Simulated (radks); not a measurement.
Values are calculated unless marked as measured or tabulated.
Isoelectronic series with 19 electrons, all held in the configuration [Ar] 4s1, which need not be the ground one along the series. Level of theory: Dirac Kohn-Sham, PBE, spin-unpolarised, spherical densities, finite nucleus; Fermi nuclear charge, rms radius of each element as measured or else 0.836 A^(1/3) + 0.57 fm (a radial shooting solver on a logarithmic mesh with Libxc functionals). Total energies (hartree) and orbital eigenvalues (eV):

ion    E (hartree)      4s1/2      3p3/2      3p1/2      3s1/2
K       -602.08908    -2.3190   -18.7229   -18.9895   -35.3395
Ca+     -680.09670    -8.9652   -34.7498   -35.1352   -53.9873
Sc2+    -763.21626   -17.9942   -54.5269   -55.0636   -76.4518
Ti3+    -851.44394   -29.0942   -77.7138   -78.4392  -102.3870
V4+     -944.78385   -42.1415  -104.1784  -105.1351  -131.6605
Cr5+   -1043.24399   -57.0721  -133.8505  -135.0869  -164.2049
Mn6+   -1146.83503   -73.8486  -166.6871  -168.2576  -199.9818
Fe7+   -1255.56964   -92.4475  -202.6600  -204.6257  -238.9689
Co8+   -1369.46190  -112.8537  -241.7499  -244.1785  -281.1533
Ni9+   -1488.52753  -135.0574  -283.9432  -286.9100  -326.5288
Cu10+  -1612.78274  -159.0527  -329.2304  -332.8181  -375.0935
Zn11+  -1742.24597  -184.8360  -377.6046  -381.9043  -426.8492
Ga12+  -1876.93586  -212.4059  -429.0612  -434.1724  -481.8000
Ge13+  -2016.87250  -241.7626  -483.5970  -489.6284  -539.9523
As14+  -2162.07734  -272.9075  -541.2103  -548.2799  -601.3143
Se15+  -2312.57205  -305.8427  -601.9001  -610.1360  -665.8955
Br16+  -2468.38009  -340.5716  -665.6666  -675.2071  -733.7069
Kr17+  -2629.52544  -377.0982  -732.5103  -743.5049  -804.7606
Rb18+  -2796.03351  -415.4270  -802.4325  -815.0419  -879.0700
Sr19+  -2967.93040  -455.5632  -875.4350  -889.8318  -956.6492
Zr21+  -3328.00135  -541.2817  -1030.690  -1049.230  -1121.679
Nb22+  -3516.23283  -586.8768  -1112.948  -1133.871  -1209.164
Mo23+  -3709.96844  -634.3055  -1198.297  -1221.828  -1299.984
